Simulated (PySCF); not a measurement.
# A small calculation by hand: oscillator strength and radiative lifetime

Al(Cl)(H)(iPr) (C3H8AlCl), SMILES [AlH]([CH](C)C)[Cl].

Geometry: PBE0-D3(BJ)/def2-SVP. One conformer was computed; it need not be the lowest.

TDA-PBE/def2-SVPD (PySCF) puts the first singlet state with f over 0.02 at 5.70 eV (vertical), with the transition dipole (-0.116, 0.173, -0.475) in atomic units.

Problem. Find the oscillator strength, the wavelength and the radiative lifetime that this transition would have in vacuum if emission retraced absorption.

Solution. 
|μ|² = 0.2690 au, so |μ| = 1.32 D. ΔE = 5.70/27.211 = 0.2095 hartree. f = (2/3) ΔE |μ|² = 0.038 (the program prints 0.038).
λ = 1239.84/5.70 = 218 nm; ν = 45974 cm⁻¹.
Einstein's coefficient A = 0.6670 ν² f s⁻¹ (ν in cm⁻¹) = 5.3e7 s⁻¹, so τ = 1/A = 19 ns. This state is S2; the lower singlet has f = 0.000. The figure is the radiative limit of this one transition; relaxation, internal conversion, crossing to triplets and a medium change what is measured.
